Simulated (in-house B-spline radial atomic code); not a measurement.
Configurations of Ce²⁺, with energies counted from [Xe] (4f5/2)2. Level of theory: Dirac-Hartree-Fock, average of each configuration as written, Fermi nucleus of rms radius 4.8771 fm; calculated with a radial B-spline atomic code at the basis-set limit. Energies include first-order Breit, QED and recoil terms.

Occupations are held fixed; configurations that lie above the ionisation limit could autoionise.

```tsv
configuration	E - E(ref) (eV)	highest orbital	its <r> (bohr)
[Xe] (4f5/2)1 (4f7/2)1	0.55887	4f7/2	1.156
[Xe] (4f5/2)1 (9p3/2)1	14.262	9p3/2	18.46
[Xe] (4f7/2)1 (7f5/2)1	14.481	7f5/2	16.42
[Xe] (4f7/2)1 (8f5/2)1	15.354	8f5/2	23
[Kr] 4d10 (4f7/2)2 5s2 (5p1/2)2 (5p3/2)3 (7p1/2)1	30.08	7p1/2	8.093
[Kr] 4d10 (4f7/2)2 5s2 (5p1/2)2 (5p3/2)3 (8g9/2)1	35.575	8g9/2	28.6
[Kr] (4d3/2)4 (4d5/2)5 (4f7/2)2 5s2 5p6 (8p1/2)1	121.84	8p1/2	12.6
```

Task: Order these further configurations by energy, lowest first.
A. [Kr] (4d3/2)3 (4d5/2)6 (4f5/2)1 (4f7/2)1 5s2 5p6 7s1
B. [Xe] (4f5/2)1 (9g7/2)1
C. [Xe] (4f5/2)1 (7p1/2)1
D. [Kr] 4d10 (4f5/2)2 5s2 (5p1/2)1 (5p3/2)4 (9d5/2)1
E. [Xe] (4f7/2)2

Result: E (0.53372 eV), C (10.06 eV), B (16.025 eV), D (37.106 eV), A (120.36 eV).

Task: How far above the reference does [Kr] 4d10 (4f7/2)2 5s2 (5p1/2)1 (5p3/2)4 (5g9/2)1 lie?

Result: 34.943 eV; its least bound orbital is 5g9/2 with <r> = 9.142 bohr.

Task: How far above the reference does [Xe] (4f5/2)1 (6p3/2)1 lie?

Result: 4.3215 eV; its least bound orbital is 6p3/2 with <r> = 4.533 bohr.
